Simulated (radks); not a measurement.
The numbers below are computed, except where a source is named.
Spherical jellium clusters: N electrons in a uniform positive sphere of charge N and radius rs N^(1/3), rs = 3.2 bohr. Level of theory: non-relativistic Kohn-Sham, LDA (Slater exchange, Perdew-Wang correlation), spin-polarised, spherical densities (a radial shooting solver with Libxc functionals). Levels are named by radial order and angular momentum (1s, 1p, 1d, 2s, ...), and open shells are averaged over m.

N = 16, configuration 1s2 1p6 1d(up 5, down 3). This is the lowest configuration that the search found. Occupied and some empty levels:

level,occupation,eigenvalue (eV),<r> (bohr)
1s up,1,-6.6551,4.923
1s down,1,-6.4854,4.843
1p up,3,-5.2036,6.048
1p down,3,-4.9886,6.038
1d up,5,-3.5032,6.921
1d down,3,-3.2843,6.960
2s up,0,-3.0068,6.211
2s down,0,-2.8931,6.286
1f up,0,-1.6472,7.857
1f down,0,-1.4515,7.960
2p up,0,-1.2272,8.470
2p down,0,-1.1283,8.627

Energy (eV): total -26.2031, kinetic 41.470, external -1011.0, Hartree 494.28, exchange-correlation -69.320, background 518.34.
